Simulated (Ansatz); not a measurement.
`FB(F)OP` + `C[S][AlH2]` → `CSB(F)F` + `[AlH2][O]P`  (redistribution)

Computed with Ansatz on PBE0-D4/def2-TZVP structures; ΔE is electronic, products minus reactants. CBS: MP2 limit from def2 TZ/QZ plus the TZ coupled-cluster correction, frozen cores. Functionals use def2-TZVPP. One conformer a species, not always the lowest.

```tsv
level	ΔE (kJ/mol)
B97M-V	17.9
r2SCAN	18.4
CCSD(T)/def2-SVP	30.4
SCS-MP2/def2-TZVPP	16.9
```

**Question.** What does CCSD(T)/CBS give? (Estimate.)

**Answer.** Ansatz gave: +20.2 kJ/mol. The listed levels differ from it by -2.3, -1.8, 10.2, -3.3 kJ/mol.

Largest T1 diagnostic among the species: 0.014.

At CCSD(T), def2-SVP lies +10.2 kJ/mol from the extrapolated value and def2-TZVPP +0.8 kJ/mol. Leaving LDA and LC-ωPBE aside and taking each functional with its dispersion term where it has one, the values, not all of them listed here, spread over 8.7 kJ/mol, from BLYP-D4 to HSE06-D4. LDA lies +3.4 kJ/mol from PBE without D4.
